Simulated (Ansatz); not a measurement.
Geometry optimisation of CH₇ClFNSi₂ (`CN([SiH2]F)[SiH2]Cl`).

```yaml
crystal:
  periodic: [false, false, false]
  atoms:
    - {symbol: C, position_ang: [0.020200, 1.185940, -0.976950]}
    - {symbol: N, position_ang: [0.002660, 0.061380, -0.052810]}
    - {symbol: Si, position_ang: [-1.307120, -0.146190, 1.069100]}
    - {symbol: F, position_ang: [-2.314650, 1.077220, 0.793550]}
    - {symbol: Si, position_ang: [1.360910, -1.001330, -0.181220]}
    - {symbol: Cl, position_ang: [1.129060, -2.416120, 1.216260]}
    - {symbol: H, position_ang: [0.890950, 1.817920, -0.792910]}
    - {symbol: H, position_ang: [-0.874850, 1.788400, -0.861580]}
    - {symbol: H, position_ang: [0.070300, 0.831150, -2.007780]}
    - {symbol: H, position_ang: [-0.871590, 0.035380, 2.443280]}
    - {symbol: H, position_ang: [-2.082040, -1.338910, 0.771010]}
    - {symbol: H, position_ang: [1.379980, -1.631410, -1.501360]}
    - {symbol: H, position_ang: [2.596210, -0.263430, 0.081400]}
basis:
  gaussian: {orbitals: def2-TZVP}
hamiltonian: {xc: pbe0, dispersion: d4}
relax: {f_tol: 0.005, max_steps: 150}
```

```sh
$ ansatz run in.yaml --threads 2 --pin off --events-out ev --progress --plain --max-ram 32768MiB --backend cuda --devices 0, --max-vram 18GiB
```

Output, abridged:

```
Functional definition: PBE0
  name "PBE0"
  cite "Adamo & Barone, J. Chem. Phys. 110, 6158 (1999) doi:10.1063/1.478522"
  cite "Perdew, Burke & Ernzerhof, Phys. Rev. Lett. 77, 3865 (1996) doi:10.1103/PhysRevLett.77.3865"
  parent pbe
  parameter a = 0.25
  parameter kappa = 0.804
  parameter beta = 0.06672455060314922
  exchange = (1 - a)*pbe_x(kappa = kappa, mu = beta*pi^2/3) + a*exact_x
  correlation = pbe_c(beta = beta)
mean field -33626.69902933 eV, -1235.7583963326 hartree, gradient 3.2e-5 eV, S^2 0.000000; 0 other end points of the search recorded, 0 dependent functions left out
the calculation of the forces begins
relax step   1: F+E_penalty+E_count = -33627.01858702 eV  Δ(F+E_penalty+E_count) = +0.000e0 eV  max|allowed force component| = 1.059e0 eV/Å  Δτ_max = 0.0000 Å  (27 SCF iters, accepted)
these checks for a lower state are left out or cut short: starts, cluster_reference, orbital_swaps, neighbouring_geometries, increment
mean field -33626.78924345 eV, -1235.7617116405 hartree, gradient 1.9e-5 eV, S^2 0.000000; 0 other end points of the search recorded, 0 dependent functions left out
the calculation of the forces begins
relax step   2: F+E_penalty+E_count = -33627.10696628 eV  Δ(F+E_penalty+E_count) = -8.838e-2 eV  max|allowed force component| = 2.549e-1 eV/Å  Δτ_max = 0.0640 Å  (31 SCF iters, accepted)
these checks for a lower state are left out or cut short: starts, cluster_reference, orbital_swaps, neighbouring_geometries, increment
mean field -33626.79474409 eV, -1235.7619137850 hartree, gradient 1.7e-5 eV, S^2 0.000000; 0 other end points of the search recorded, 0 dependent functions left out
the calculation of the forces begins
relax step   3: F+E_penalty+E_count = -33627.11331441 eV  Δ(F+E_penalty+E_count) = -6.348e-3 eV  max|allowed force component| = 8.806e-2 eV/Å  Δτ_max = 0.0303 Å  (32 SCF iters, accepted)
these checks for a lower state are left out or cut short: starts, cluster_reference, orbital_swaps, neighbouring_geometries, increment
mean field -33626.79517267 eV, -1235.7619295351 hartree, gradient 1.7e-5 eV, S^2 0.000000; 0 other end points of the search recorded, 0 dependent functions left out
the calculation of the forces begins
relax step   4: F+E_penalty+E_count = -33627.11408675 eV  Δ(F+E_penalty+E_count) = -7.723e-4 eV  max|allowed force component| = 4.195e-2 eV/Å  Δτ_max = 0.0112 Å  (32 SCF iters, accepted)
these checks for a lower state are left out or cut short: starts, cluster_reference, orbital_swaps, neighbouring_geometries, increment
mean field -33626.79526196 eV, -1235.7619328166 hartree, gradient 1.3e-5 eV, S^2 0.000000; 0 other end points of the search recorded, 0 dependent functions left out
the calculation of the forces begins
relax step   5: F+E_penalty+E_count = -33627.11420940 eV  Δ(F+E_penalty+E_count) = -1.227e-4 eV  max|allowed force component| = 1.419e-2 eV/Å  Δτ_max = 0.0030 Å  (24 SCF iters, accepted)
these checks for a lower state are left out or cut short: starts, cluster_reference, orbital_swaps, neighbouring_geometries, increment
mean field -33626.79527154 eV, -1235.7619331685 hartree, gradient 1.5e-5 eV, S^2 0.000000; 0 other end points of the search recorded, 0 dependent functions left out
the calculation of the forces begins
relax step   6: F+E_penalty+E_count = -33627.11425305 eV  Δ(F+E_penalty+E_count) = -4.365e-5 eV  max|allowed force component| = 8.458e-3 eV/Å  Δτ_max = 0.0039 Å  (24 SCF iters, accepted)
these checks for a lower state are left out or cut short: starts, cluster_reference, orbital_swaps, neighbouring_geometries, increment
mean field -33626.79529600 eV, -1235.7619340676 hartree, gradient 1.8e-5 eV, S^2 0.000000; 0 other end points of the search recorded, 0 dependent functions left out
[...]
these checks for a lower state are left out or cut short: starts, cluster_reference, orbital_swaps, neighbouring_geometries, increment
mean field -33627.01217022 eV, -1235.7699040482 hartree, gradient 1.9e-5 eV, S^2 0.000000; 0 other end points of the search recorded, 0 dependent functions left out
the calculation of the forces begins
relax step  42: F+E_penalty+E_count = -33627.32411640 eV  Δ(F+E_penalty+E_count) = +1.184e-4 eV  max|allowed force component| = 5.045e-2 eV/Å  Δτ_max = 0.0251 Å  (31 SCF iters, rejected (line search))
these checks for a lower state are left out or cut short: starts, cluster_reference, orbital_swaps, neighbouring_geometries, increment
mean field -33627.01243577 eV, -1235.7699138068 hartree, gradient 1.9e-5 eV, S^2 0.000000; 0 other end points of the search recorded, 0 dependent functions left out
the calculation of the forces begins
relax step  43: F+E_penalty+E_count = -33627.32444209 eV  Δ(F+E_penalty+E_count) = -2.073e-4 eV  max|allowed force component| = 5.262e-3 eV/Å  Δτ_max = 0.0120 Å  (32 SCF iters, accepted)
these checks for a lower state are left out or cut short: starts, cluster_reference, orbital_swaps, neighbouring_geometries, increment
mean field -33627.01271147 eV, -1235.7699239387 hartree, gradient 2.0e-5 eV, S^2 0.000000; 0 other end points of the search recorded, 0 dependent functions left out
the calculation of the forces begins
relax step  44: F+E_penalty+E_count = -33627.32460303 eV  Δ(F+E_penalty+E_count) = -1.609e-4 eV  max|allowed force component| = 3.126e-2 eV/Å  Δτ_max = 0.0516 Å  (30 SCF iters, accepted)
these checks for a lower state are left out or cut short: starts, cluster_reference, orbital_swaps, neighbouring_geometries, increment
mean field -33627.01273920 eV, -1235.7699249575 hartree, gradient 1.9e-5 eV, S^2 0.000000; 0 other end points of the search recorded, 0 dependent functions left out
the calculation of the forces begins
relax step  45: F+E_penalty+E_count = -33627.32468705 eV  Δ(F+E_penalty+E_count) = -8.403e-5 eV  max|allowed force component| = 1.845e-2 eV/Å  Δτ_max = 0.0096 Å  (32 SCF iters, accepted)
these checks for a lower state are left out or cut short: starts, cluster_reference, orbital_swaps, neighbouring_geometries, increment
mean field -33627.01284194 eV, -1235.7699287334 hartree, gradient 1.9e-5 eV, S^2 0.000000; 0 other end points of the search recorded, 0 dependent functions left out
the calculation of the forces begins
relax step  46: F+E_penalty+E_count = -33627.32479945 eV  Δ(F+E_penalty+E_count) = -1.124e-4 eV  max|allowed force component| = 8.356e-3 eV/Å  Δτ_max = 0.0080 Å  (32 SCF iters, accepted)
these checks for a lower state are left out or cut short: starts, cluster_reference, orbital_swaps, neighbouring_geometries, increment
mean field -33627.01284290 eV, -1235.7699287685 hartree, gradient 1.9e-5 eV, S^2 0.000000; 0 other end points of the search recorded, 0 dependent functions left out
the calculation of the forces begins
relax step  47: F+E_penalty+E_count = -33627.32481967 eV  Δ(F+E_penalty+E_count) = -2.021e-5 eV  max|allowed force component| = 4.500e-3 eV/Å  Δτ_max = 0.0045 Å  (32 SCF iters, accepted)
these checks for a lower state are left out or cut short: starts, cluster_reference, orbital_swaps, neighbouring_geometries, increment
mean field -33627.01283157 eV, -1235.7699283521 hartree, gradient 1.9e-5 eV, S^2 0.000000; 0 other end points of the search recorded, 0 dependent functions left out
the calculation of the forces begins
relax step  48: F+E_penalty+E_count = -33627.32483166 eV  Δ(F+E_penalty+E_count) = -1.200e-5 eV  max|allowed force component| = 3.480e-3 eV/Å  Δτ_max = 0.0063 Å  (32 SCF iters, accepted)
these checks for a lower state are left out or cut short: starts, cluster_reference, orbital_swaps, neighbouring_geometries, increment
mean field -33627.01284233 eV, -1235.7699287478 hartree, gradient 1.9e-5 eV, S^2 0.000000; 0 other end points of the search recorded, 0 dependent functions left out
the calculation of the forces begins
relax step  49: F+E_penalty+E_count = -33627.32484126 eV  Δ(F+E_penalty+E_count) = -9.598e-6 eV  max|allowed force component| = 2.280e-3 eV/Å  Δτ_max = 0.0105 Å  (32 SCF iters, accepted)
mean field -33627.01284233 eV, -1235.7699287477 hartree, gradient 5.2e-5 eV, S^2 0.000000; 1 other end points of the search recorded, 0 dependent functions left out
the calculation of the forces begins
Total energy: -33627.32487811 eV, -1235.7813958510 hartree
Atom 0 at     0.466067     1.425372    -0.246521 Å, force    -0.000170     0.001518    -0.001005 eV/Å
Atom 1 at    -0.012493     0.057850    -0.011502 Å, force     0.001939    -0.000005     0.000563 eV/Å
Atom 2 at    -1.603376    -0.172379     0.574009 Å, force    -0.001315    -0.000717    -0.000998 eV/Å
Atom 3 at    -2.695418    -0.005674    -0.584879 Å, force    -0.000193     0.000970    -0.000219 eV/Å
Atom 4 at     1.061840    -1.225746    -0.391853 Å, force    -0.001002    -0.002280     0.000180 eV/Å
Atom 5 at     2.670259    -1.238592     0.896296 Å, force    -0.001420    -0.000648    -0.001458 eV/Å
Atom 6 at     1.455910     1.572674     0.193901 Å, force    -0.001755     0.000332    -0.001123 eV/Å
Atom 7 at    -0.207434     2.150762     0.215974 Å, force     0.001585    -0.000840    -0.000679 eV/Å
Atom 8 at     0.523391     1.653086    -1.314767 Å, force    -0.000097    -0.000219     0.002232 eV/Å
Atom 9 at    -1.914562     0.880330     1.567095 Å, force    -0.000473     0.000717     0.000116 eV/Å
Atom 10 at    -1.724106    -1.548740     1.097373 Å, force     0.001163    -0.001095     0.000903 eV/Å
Atom 11 at     0.339069    -2.506395    -0.252992 Å, force     0.000457     0.000765     0.001183 eV/Å
Atom 12 at     1.640873    -1.042547    -1.742144 Å, force     0.001282     0.001503     0.000307 eV/Å
Dipole moment:     0.044347     0.193267    -0.019878 e Å
```

It took 98 s on 2 threads of an AMD EPYC 7R13 on a shared host and a share of an NVIDIA H100 80 GB, with 0.92 GiB of host memory at the peak.
